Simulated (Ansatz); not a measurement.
A CCSD(T) single point on FGeH$_{7}$N$_{2}$OSi, SMILES `[NH2][GeH2][O][SiH](N)F`.

```yaml
crystal:
  periodic: [false, false, false]
  atoms:
    - {symbol: N, position_ang: [-0.818982, -0.821927, 1.791553]}
    - {symbol: Ge, position_ang: [-0.493892, 0.926015, 1.405302]}
    - {symbol: O, position_ang: [-0.417716, 1.248072, -0.364205]}
    - {symbol: Si, position_ang: [0.024158, 0.252160, -1.552000]}
    - {symbol: N, position_ang: [1.406436, -0.639493, -1.080080]}
    - {symbol: F, position_ang: [-1.078627, -0.867502, -1.846625]}
    - {symbol: H, position_ang: [-0.122754, -1.452271, 1.415958]}
    - {symbol: H, position_ang: [-1.735906, -1.150552, 1.522431]}
    - {symbol: H, position_ang: [0.880606, 1.311744, 1.965436]}
    - {symbol: H, position_ang: [-1.653203, 1.786358, 1.913176]}
    - {symbol: H, position_ang: [0.132622, 1.051599, -2.789005]}
    - {symbol: H, position_ang: [2.247244, -0.150337, -0.815698]}
    - {symbol: H, position_ang: [1.630015, -1.493866, -1.566252]}
basis:
  gaussian: {orbitals: def2-TZVPP}
correlation: {method: ccsd_t}
```

```sh
$ ansatz run in.yaml --threads 2 --pin off --events-out ev --progress --plain --max-ram 32768MiB --backend cuda --devices 0, --max-vram 18GiB
```

Output of Ansatz, abridged:

```
Functional definition: HF
1886 factors; integrals over basis functions are off by at most 1.1e-3 eV
mean field evaluation 1: about -72155.6929 eV, gradient 6.0e1 eV
mean field evaluation 2: about -72155.9696 eV, gradient 6.1e1 eV
mean field evaluation 4: about -72162.6701 eV, gradient 4.3e0 eV
mean field evaluation 8: about -72162.7477 eV, gradient 3.4e-1 eV
mean field evaluation 16: about -72162.7485 eV, gradient 1.7e-6 eV
mean field -72162.74846117 eV, -2651.9320922803 hartree, gradient 1.7e-6 eV, S^2 0.000000; 0 other end points of the search recorded, 0 dependent functions left out
18 core orbitals not correlated: weight in the atoms' cores, before any rotation towards them, 1.000 or more for the frozen orbitals, at most 0.000 for the correlated occupied ones
reference -72162.74846117 eV, -2651.9320922803 hartree; 24, 24 occupied and 270, 270 virtual orbitals, 1886 factors
second order -35.10726443 eV of doubles, -0.00000000 eV of singles
cycle   1  -34.88761378 eV  change    2.2e-1 eV  update   1.3e-1
cycle   2  -35.72979051 eV  change   -8.4e-1 eV  update   3.6e-2
cycle   3  -35.90095684 eV  change   -1.7e-1 eV  update   1.8e-2
cycle   4  -35.87935018 eV  change    2.2e-2 eV  update   3.8e-3
cycle   5  -35.87758326 eV  change    1.8e-3 eV  update   1.7e-3
cycle   6  -35.87865724 eV  change   -1.1e-3 eV  update   5.2e-4
cycle   7  -35.87836032 eV  change    3.0e-4 eV  update   1.9e-4
cycle   8  -35.87826906 eV  change    9.1e-5 eV  update   6.4e-5
cycle   9  -35.87828423 eV  change   -1.5e-5 eV  update   2.4e-5
perturbative correction -1.26398673 eV, -0.0464506557 hartree
Total energy: -72199.89073213 eV, -2653.2970455622 hartree
```

Run time 17 s (2 threads of an AMD EPYC 7R13 on a shared host and a share of an NVIDIA H100 80 GB); peak host memory 0.85 GiB.

The correlation energy is -37.142 eV, 3.4 % of it from (T); the T1 diagnostic reads 0.0116.
